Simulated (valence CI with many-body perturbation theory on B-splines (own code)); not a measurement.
Results of a calculation; reference values are marked as such.
Run record, Pt14+

The program does CI of the valence electrons with many-body perturbation theory for a frozen closed Dirac-Fock core.

Command, and the settings that its task file holds:

```sh
python run_cv.py task.json out
```

```
atom Pt  Z=78  mass_number=195  rms_radius_fm=5.4270
core [Kr] 4d10 4f14
valence 5s2 6p2
avg = 1
basis = S
breit = 1
cap = 10000
capref = 1200
cscale = 1
de = 0.0
dress = 0
eps = 2e-08
extrap = 1
h = 0.27
hh = 1
l2 = 3
lcore = 6
maxit = 60
n2 = 5
natural = 1
nlev = 20
nno = [3, 3, 3, 2, 1]
nroot = 26
nsp = [3, 3, 2, 1, 0]
pt2 = 1
qed = 1
rpa = 1
s1 = 1
s2 = 1
s3 = 1
screen = 1
tol = 2e-05
whole = 1
```

(1) What became of the run, and why?

Answers

(1) It gave no result: the start configuration must fill the lowest shells above the core. The program said: "6p is not the lowest shell of its kind above the core".
